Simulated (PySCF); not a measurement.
An unknown shows these calculated signals:

$^{1}$H NMR (400 MHz, computed): δ 7.06 (m, 1H), 6.49 (m, 1H), 5.55 (m, 1H), 5.28 (m, 1H), 5.24 (m, 1H), 4.77 (m, 1H), 4.56 (m, 1H), 3.01 (m, 1H), 1.95 (d, 3H).

$^{13}$C{$^{1}$H} NMR (computed): δ 152.2 (CH), 146.7 (C), 143.8 (CH), 117.3 (CH2), 93.7 (CH), 41.3 (CH), 24.2 (CH3).

- PBE0/pcSseg-1 with gauge-including orbitals
- structure optimised with GFN2-xTB
- run in PySCF 2.14
- relativity neglected, one computed conformer, in vacuum, rapidly exchanging positions averaged

Scale: TMS for $^{1}$H (31.72 ppm), $^{13}$C (186.93 ppm) (reference shieldings calculated alike).

Task: Which of these does the molecule contain: a Si–H bond, an amide, an OH group, an NH or NH2 group, a non-aromatic C=C double bond, a vinyl group CH=CH2?

Result: 
- A Si–H bond: yes (δH 4.77 (m), 4.56 (m)).
- An amide: no.
- An OH group: no.
- An NH or NH2 group: no.
- A non-aromatic C=C double bond: yes.
- A vinyl group CH=CH2: yes (δC 117.3, 143.8; δH 5.28 (m), 5.24 (m), 6.49 (m)).

The data belong to `C=C[C@@H]1[SiH2]/C(=C\C)[C@@H]1F`, C7H11FSi; they needn't prove each group on their own.

Carbon signals by region: 4 in the sp2 and nitrile region (100–160 ppm), 1 at 50–100 ppm, 2 below 50 ppm.

Splittings by $^{19}$F in the carbon and heteronuclear signals aren't shown, as no couplings were computed. Shifts are as computed. Against solution values, carbons near 30 ppm lie about +3 ppm off and those near 130 ppm about +5 ppm. Of 1309 compounds with measured shifts, 239 miss one by over three times the rms of a fit or turn the order of signals round; such compounds aren't used in these exercises. No couplings were computed; multiplicities are counted from neighbouring protons, with m where these are inequivalent, close in shift, in a saturated or five-membered ring or joined by F or P, and br s for small geminal =CH2 splittings.
